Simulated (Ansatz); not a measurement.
Gas-phase electronic energies from Ansatz, PBE0-D4/def2-TZVP geometries. CCSD(T)/CBS adds triple-zeta CCSD(T) − MP2 to the extrapolated MP2 energy (def2 sets, frozen cores). This one scheme is used for every species. Functionals use def2-TZVPP. B3LYP here is the variant with VWN-RPA as its local correlation; programs differ in this. One conformer a species, not always the lowest.

`OC(F)[SiH](F)F` + H₂O → `O[SiH](F)F` + `OCF`  (formal hydrolysis of the Si–C bond)

Problem. Is it downhill or uphill in electronic energy at CCSD(T)/CBS, and by how much? (An estimate is asked.)

Solution. The calculation gave: Downhill: ΔE = -1.56 eV.

Problem. What do these levels give: PBE-D4, PBE0-D4, ωB97M-V, B2PLYP, PBE0, B3LYP, HF/def2-TZVPP, MP2/def2-TZVPP, HF/def2-QZVPP, MP2/def2-QZVPP, HF/CBS(def2), MP2/CBS(def2)? (Best estimate.)

Solution. Computed: PBE-D4 -1.43, PBE0-D4 -1.51, ωB97M-V -1.55, B2PLYP -1.63, PBE0 -1.54, B3LYP -1.61, HF/def2-TZVPP -1.81, MP2/def2-TZVPP -1.64, HF/def2-QZVPP -1.82, MP2/def2-QZVPP -1.62, HF/CBS(def2) -1.82, MP2/CBS(def2) -1.60 eV.

Largest T1 diagnostic among the species: 0.012.

In def2-TZVPP, CCSD(T) changes the Hartree–Fock value by +0.21 eV (the triples alone add +0.03 eV) and MP2 by +0.18 eV. The D4 term adds +0.06 eV with B3LYP and +0.03 eV with PBE0; it sums over pairs of atoms, weighted by their polarisabilities, and B3LYP, whose exchange is more repulsive, gets the larger term.
